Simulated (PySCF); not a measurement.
Correlation energy of Ne⁺ (neon, charge +1)

[He] 2s2 2p5, 2P determinant. Computed with PySCF 2.14 in Sapporo-DZP-2012, with scalar relativity by spin-free X2C-1e. Frozen: 1s2; 7 electrons correlated.

MP2 pair energies summed by pair of shells (mhartree):

```json
{"pair": "2p-2p", "energy": "-93.57", "share (%)": "64.0"}
{"pair": "2s-2p", "energy": "-44.99", "share (%)": "30.7"}
{"pair": "2s-2s", "energy": "-7.74", "share (%)": "5.3"}
```

Total MP2 correlation energy: -146.30 mhartree.

Same-spin part -38.36 and opposite-spin part -107.94 mhartree; SCS-MP2 scales them by 1/3 and 6/5 to -142.32 mhartree.

```
  level  correlation energy (mhartree)
   CCSD                        -156.99
    (T)                          -1.14
CCSD(T)                        -158.13
```

Diagnostics: T1 = 0.0037, D1 = 0.0060, largest double amplitude 0.037.

Cost of the coupled-cluster step: 0.09 s of wall time on 1 thread of Intel(R) Xeon(R) Platinum 8559C (shared host), for 7 correlated electrons.

Iterations:

```
CC2 = 0
CCSD nocc = (np.int64(4), np.int64(3)), nmo = (17, 17)
frozen orbitals [[0], [0]]
max_cycle = 100
direct = 0
conv_tol = 1e-08
conv_tol_normt = 1e-06
diis_space = 8
diis_start_cycle = 0
Init t2, MP2 energy = -0.146300841670547
Init E_corr(UCCSD) = -0.146300841673254
cycle = 1  E_corr(UCCSD) = -0.154828470445678  dE = -0.00852762877  norm(t1,t2) = 0.0189345
cycle = 2  E_corr(UCCSD) = -0.156487435621285  dE = -0.00165896518  norm(t1,t2) = 0.00444361
cycle = 3  E_corr(UCCSD) = -0.157001303168589  dE = -0.000513867547  norm(t1,t2) = 0.0017213
cycle = 4  E_corr(UCCSD) = -0.156993061599245  dE = 8.24156934e-06  norm(t1,t2) = 0.000399398
cycle = 5  E_corr(UCCSD) = -0.156989168980339  dE = 3.89261891e-06  norm(t1,t2) = 6.19028e-05
cycle = 6  E_corr(UCCSD) = -0.156990098213006  dE = -9.29232667e-07  norm(t1,t2) = 1.06936e-05
cycle = 7  E_corr(UCCSD) = -0.156990072910307  dE = 2.53026993e-08  norm(t1,t2) = 1.4991e-06
cycle = 8  E_corr(UCCSD) = -0.156990080506445  dE = -7.59613814e-09  norm(t1,t2) = 2.35116e-07
UCCSD converged
E(UCCSD) = -128.0442419503484  E_corr = -0.1569900805064449
UCCSD(T) correction = -0.00113840439305963
```
